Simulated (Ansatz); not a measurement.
`[F][GeH2][NH][GeH3]` + CH₃NH₂ → `C[NH][GeH2][F]` + `[NH2][GeH3]` at 700 K and 1 bar (ligand exchange at a Ge–N bond).

Isolated molecules relaxed with PBE0-D4/def2-TZVP in Ansatz; ΔE leaves out vibrations. CCSD(T)/CBS is the MP2 limit (def2-TZVPP, def2-QZVPP) plus CCSD(T) − MP2 in def2-TZVPP, frozen cores. For Ge outer-core shells are correlated without core-valence functions, which leaves a few kJ/mol of doubt a bond. Scalar relativity is left out up to krypton. Each species was taken in one conformer, which may not be the lowest.

| species | CCSD(T)/CBS energy (Eh) | H − E (kJ/mol) | S (J/(mol·K)) |
| --- | --- | --- | --- |
| `[F][GeH2][NH][GeH3]` | -4310.37685 | 232.5 | 490.2 |
| CH₃NH₂ | -95.75281 | 207.6 | 296.6 |
| `C[NH][GeH2][F]` | -2272.30685 | 261.3 | 437.1 |
| `[NH2][GeH3]` | -2133.81884 | 177.8 | 349.1 |

H − E and S are ideal-gas, rigid-rotor, harmonic terms from PBE0-D4/def2-TZVP, for one conformer and one mirror image of each species. 1 Eh = 2625.50 kJ/mol, R = 8.31446 J/(mol·K).

By hand: ΔE, ΔH, ΔS and ΔG.

ΔE = (-2272.30685) + (-2133.81884) − (-4310.37685) − (-95.75281) = 0.00397 Eh = 10.4 kJ/mol. Δ(H − E) = 261.3 + 177.8 − 232.5 − 207.6 = -1.0, so ΔH = 9.4 kJ/mol. ΔS = 437.1 + 349.1 − 490.2 − 296.6 = -0.6 J/(mol·K). ΔG = 9.4 − 700 × (-0.6)/1000 = 9.8 kJ/mol.

By hand: the equilibrium constant, and the temperature at which ΔG would vanish if ΔH and ΔS stayed fixed.

log₁₀ K = −ΔG/(RT ln 10) = -0.7. ΔH and −TΔS have one sign here, so there is no such temperature. One of them is within its doubt of zero, so this could turn.

The number of gas molecules stays the same, so ΔS is small and ΔH decides. A doubt of 5 kJ/mol in ΔE shifts log₁₀ K by 0.4 here. Other conformers and mirror images would add mixing entropy, several J/(mol·K) or more a flexible species. Modes under 60 cm⁻¹, often nearly free rotors, make the harmonic entropy too high. These are equilibria of isolated gas molecules and say nothing of rates. Largest T1 diagnostic: 0.012 (customary marks: 0.02 for closed shells, 0.045 for open ones).
